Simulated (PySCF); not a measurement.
# Electron correlation in Cs (caesium, neutral)

[Xe] 6p1, 2P determinant (an excited configuration). All numbers are calculated (PySCF 2.14, a scalar-relativistic core potential, in def2-TZVPPD with the def2 core potential (46 electrons) (5s4p3d1f, 39 functions)). Frozen: nothing; 9 electrons correlated.

```csv
level,correlation energy (mhartree)
CCSD,-148.10
(T),-3.94
CCSD(T),-152.04
```

Diagnostics: T1 = 0.014, D1 = 0.0563, largest double amplitude 0.032.

Spin-orbit coupling, absent here, splits the open shell strongly.

Cost of the coupled-cluster step: about 1.3 core-seconds, for 9 correlated electrons.

The basis has no tight functions for the innermost shells, so their pair energies are far from complete.

This basis was not built for core-valence correlation, so the inner-shell part is incomplete.
